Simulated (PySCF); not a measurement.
C₂H₇NbO₂, SMILES [CH3][Nb]([CH3])(=[O])[OH], multiplicity 1.

Coordinates come from a B3LYP-D3(BJ)/def2-SVP optimisation. The spin state was assumed, not searched. The def2 effective core potentials stand for the cores of Nb; spin–orbit coupling is left out. Other conformers were not sampled.

Method: PBE/def2-TZVP (PySCF).

Gas-phase values at a fixed geometry.

The total energy comes out as -287.83508 hartree, the point group comes out as Cs and the highest occupied level is -6.62 eV. The lowest empty level comes out as -2.57 eV. The orbital gap is 4.05 eV. The dipole moment is 1.93 D. The quadrupole, principal values (traceless, Buckingham form, about the centre of nuclear charge) is -9.30, -0.24, 9.54 D·Å. The mean static polarisability is 75.9 bohr³ (11.24 Å³) and the polarisability, principal values is 67.9, 76.6, 83.1 bohr³.
